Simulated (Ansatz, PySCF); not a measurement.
C₃H₉O₂Si, SMILES [O][Si](OC)(C)C, multiplicity 2. Atoms are numbered in the order given.

```xyz
15

C      2.2715    -0.0173    -0.2483
O      1.0913    -0.7882    -0.3094
Si    -0.4115    -0.2034     0.1019
C     -0.8828     1.2889    -0.9450
C     -1.5738    -1.6451    -0.0767
O     -0.4571     0.4677     1.6331
H      2.3296     0.5715     0.6855
H      3.1394    -0.6943    -0.2836
H      2.3471     0.6796    -1.1043
H     -1.9202     1.6000    -0.7527
H     -0.7845     1.0044    -2.0067
H     -0.2217     2.1470    -0.7515
H     -1.2839    -2.4615     0.6026
H     -2.6072    -1.3477     0.1564
H     -1.5372    -2.0351    -1.1063
```
Charge 0, spin multiplicity 2.

Geometry: r2SCAN-D4/def2-SVP. The isomer is the one that the SMILES or the coordinates give; other isomers of the formula were not compared. The values are those of a single conformer.

Two levels are set side by side: PBE-D3(BJ)/def2-SVP (Ansatz, a program for electronic structure) and r2SCAN-D4/def2-SVP (Ansatz). Each level has its own optimised geometry; the coordinates shown are those of the second. Frequencies come from the Hessian of PySCF at each geometry. Differences are taken from unrounded values.

```
quantity                            r2SCAN-D4  PBE-D3(BJ)  PBE-D3(BJ) minus r2SCAN-D4
----------------------------------  ---------  ----------  --------------------------
mean bond length (Å)                    1.315       1.324                       0.008
bond C1–O2 (Å)                          1.411       1.415                       0.004
bond O2–Si3 (Å)                         1.664       1.680                       0.016
bond Si3–C4 (Å)                         1.883       1.915                       0.033
bond Si3–C5 (Å)                         1.861       1.877                       0.017
bond Si3–O6 (Å)                         1.672       1.658                      -0.014
bond C1–H7 (Å)                          1.105       1.113                       0.008
bond C1–H8 (Å)                          1.101       1.110                       0.009
bond C1–H9 (Å)                          1.106       1.115                       0.008
bond C4–H10 (Å)                         1.100       1.106                       0.006
bond C4–H11 (Å)                         1.104       1.110                       0.007
bond C4–H12 (Å)                         1.100       1.106                       0.006
bond C5–H13 (Å)                         1.101       1.108                       0.007
bond C5–H14 (Å)                         1.100       1.107                       0.007
bond C5–H15 (Å)                         1.102       1.108                       0.007
highest harmonic wavenumber (cm⁻¹)       3165        3118                         -47
mean harmonic wavenumber (cm⁻¹)          1326        1289                         -37
zero-point energy (kcal/mol)            73.93       71.85                       -2.08
```
